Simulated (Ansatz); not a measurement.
Isolated molecules relaxed with PBE0-D4/def2-TZVP in Ansatz; ΔE leaves out vibrations. CCSD(T)/CBS adds triple-zeta CCSD(T) − MP2 to the extrapolated MP2 energy (def2 sets, frozen cores). DFT in def2-TZVPP. B3LYP here is the variant with VWN-RPA as its local correlation; programs differ in this. Each species was taken in one conformer, which may not be the lowest.

Consider the formal exchange of groups at the Si–Si bond: `B[SiH](N)[SiH2]F` + `FC1CO1` → `F[SiH2]C1CO1` + `B[SiH](N)F`.

`B[SiH](N)[SiH2]F`:

Cartesian coordinates in Å:
```
B -1.648 -0.484 -1.024
Si -0.249 -0.458 0.393
N -0.638 0.542 1.740
Si 1.706 0.328 -0.654
F 1.410 1.672 -1.489
H -1.482 -1.192 -1.974
H -2.629 0.199 -1.003
H 0.106 -1.880 0.731
H -1.591 0.619 2.054
H 0.009 0.682 2.498
H 2.236 -0.683 -1.608
H 2.770 0.655 0.336
```

`FC1CO1`:

Z-matrix (Å, degrees):
```
C
C 1 1.449
O 1 1.374 2 61.2
F 1 1.351 2 118.9 3 104.9
H 1 1.087 2 124.3 3 -105.1
H 2 1.086 1 118.0 3 -102.4
H 2 1.086 1 120.8 3 101.9
```

`F[SiH2]C1CO1`:

```xyz
10

F    -0.686   -1.255    2.084
Si    0.448   -0.495    1.245
C    -0.345    0.591   -0.044
C    -0.366    0.168   -1.449
O     0.622    1.065   -1.001
H     1.246    0.308    2.200
H     1.287   -1.503    0.554
H    -1.078    1.345    0.244
H    -1.115    0.598   -2.110
H    -0.012   -0.823   -1.723
```

`B[SiH](N)F`:

Z-matrix (Å, degrees):
```
Si
N 1 1.703
F 1 1.613 2 114.6
B 1 2.005 2 106.3 3 117.9
H 1 1.484 2 105.9 3 -115.4
H 2 1.006 1 122.8 3 86.5
H 2 1.006 1 122.2 3 -72.9
H 4 1.195 1 123.8 2 123.8
H 4 1.198 1 119.3 2 -54.0
```

| level | ΔE (eV) | difference from CCSD(T)/CBS |
| --- | --- | --- |
| PBE-D4 | -1.80 | 0.41 |
| PBE0-D4 | -1.89 | 0.32 |
| B3LYP-D4 | -2.05 | 0.16 |
| ωB97X-V | -2.04 | 0.17 |
| ωB97M-V | -2.13 | 0.08 |
| PBE | -1.81 | 0.40 |
| r2SCAN | -2.00 | 0.21 |
| B3LYP | -2.07 | 0.14 |
| HF/def2-TZVPP | -2.23 | -0.02 |
| MP2/def2-TZVPP | -2.31 | -0.10 |
| SCS-MP2/def2-TZVPP | -2.30 | -0.09 |
| CCSD/def2-TZVPP | -2.17 | 0.04 |
| HF/def2-QZVPP | -2.26 | -0.05 |
| SCS-MP2/def2-QZVPP | -2.34 | -0.13 |
| MP2/CBS(def2) | -2.37 | -0.16 |
| CCSD/CBS(def2) | -2.23 | -0.02 |
| CCSD(T)/CBS | -2.21 | 0 |

Largest T1 diagnostic among the species: 0.013.

From PBE to PBE0 (25 % exact exchange), in def2-TZVPP and without D4, ΔE moves by −0.09 eV.
